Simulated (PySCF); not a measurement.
## Broadened absorption spectrum of C5H7NO2

Species: C₅H₇NO₂.
SMILES: `COCc1cnoc1`

Method: TDDFT CAM-B3LYP/def2-SVPD, vertical, gas phase, core orbitals frozen in the response (PySCF 2.14.0, density-fitted response routines). Isolated species at its PBE0-D3(BJ)/def2-SVP geometry (one conformer only). Torsions of this conformer, `[CH3:1][O:2][CH2:3][c:4]1[cH:5][n:6][o:7][cH:8]1`: C1–O2–C3–C4 -73°, O2–C3–C4–C5 147°.

Computed states:

```csv
state,E (eV),f
S1,6.33,0.083
S2,6.45,0.0060
S3,7.06,0.0050
S4,7.19,0.0082
S5,7.41,0.016
S6,7.55,0.019
```

Each state is given a Gaussian of 0.5 eV full width at half maximum, with ε(max) = 2.175×10⁸ f / Δν̃ (Δν̃ the width in cm⁻¹). The cross-section is σ = 3.8235×10⁻²¹ ε cm², given in Mb (10⁻¹⁸ cm²). The width is an assumption, not a result. The curve ends short of the highest state used, and states not computed would add to its high-energy end.

Question: What does the envelope look like, and where are its maxima?

Answer: 
| E (eV) | σ (Mb) |
| --- | --- |
| 5.58 | 0.04 |
| 5.62 | 0.07 |
| 5.66 | 0.12 |
| 5.70 | 0.22 |
| 5.73 | 0.33 |
| 5.77 | 0.55 |
| 5.81 | 0.89 |
| 5.85 | 1.39 |
| 5.89 | 2.09 |
| 5.93 | 3.03 |
| 5.97 | 4.24 |
| 6.01 | 5.74 |
| 6.05 | 7.49 |
| 6.09 | 9.45 |
| 6.13 | 11.50 |
| 6.17 | 13.52 |
| 6.21 | 15.34 |
| 6.25 | 16.81 |
| 6.29 | 17.79 |
| 6.33 | 18.17 |
| 6.36 | 18.05 |
| 6.40 | 17.36 |
| 6.44 | 16.13 |
| 6.48 | 14.48 |
| 6.52 | 12.57 |
| 6.56 | 10.56 |
| 6.60 | 8.61 |
| 6.64 | 6.83 |
| 6.68 | 5.31 |
| 6.72 | 4.10 |
| 6.76 | 3.21 |
| 6.80 | 2.63 |
| 6.84 | 2.31 |
| 6.88 | 2.23 |
| 6.92 | 2.33 |
| 6.95 | 2.50 |

Maxima: 196 nm (6.33 eV), ε about 4800, made up of S1 (94%) (ε in L mol⁻¹ cm⁻¹; maxima over ε = 5, shares over 10%). At its high-energy end, 6.95 eV, the curve is still rising (ε about 650, from S3, S4 and S5).

Question: On this curve, what absorbance would a 10⁻³ mol/L sample give at 193 nm over a 1 cm path?

Answer: 193 nm is 6.424 eV, where ε is about 4400 L mol⁻¹ cm⁻¹, so A = ε c l ≈ 4.4 (Beer–Lambert, with the gas-phase spectrum and the assumed width).

Question: What would ε be at 6.33 eV, the highest of these maxima, with half the width (0.25 eV)?

Answer: About 9300 L mol⁻¹ cm⁻¹ against 4750, a factor of about 1.96; a lone state at its own centre would give exactly 2.

Question: Coming from long wavelengths, where does ε first pass 100 L mol⁻¹ cm⁻¹?

Answer: At about 216 nm (5.74 eV), 0.59 eV below S1.

Rough CPU time on one thread of a shared machine: about 70 s.
